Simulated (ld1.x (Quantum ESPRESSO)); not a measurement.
**Ranking TM potentials for Li**

All share these settings but for the change named:

| Quantity | Value |
| --- | --- |
| Element | lithium |
| Generator | ld1.x (Quantum ESPRESSO) 7.5 |
| Type | norm-conserving Troullier–Martins (Kleinman–Bylander form) |
| Functional | LDA (PZ) |
| Relativity | scalar-relativistic |
| Frozen core | [He] |
| Valence charge | 1 |
| Reference configuration | 2s1 2p0 |
| Partial waves | 2s (bound): rc 2.45 bohr; 2p (bound, empty): rc 4.20 bohr |
| Local potential | all-electron potential smoothed inside 2.65 bohr (lloc = -1) |
| Core correction | a·sin(br)/r model core, default radius (core density twice the valence density) |

Test errors are all-electron minus pseudo excitation energies from the reference, over 2s0.5 2p0; 2s0 2p1. None of these files shows a bound ghost.

The base gives 4.6 meV.

Of 6 variants that were run, those that failed, showed a ghost or another fault, or gave nearly equal values are left out.

A variant can come out equal or close to the base, since the largest error may sit in a test that the change hardly touches while other tests move.

Task: Rank these variants by their largest absolute test error, smallest first.
A. core correction a·sin(br)/r model core inside 2.82 bohr
B. core correction a·sin(br)/r model core inside 1.56 bohr
C. core correction a·sin(br)/r model core inside 1.98 bohr

Result: C (3.6 meV), B (4.5 meV), A (5.3 meV).
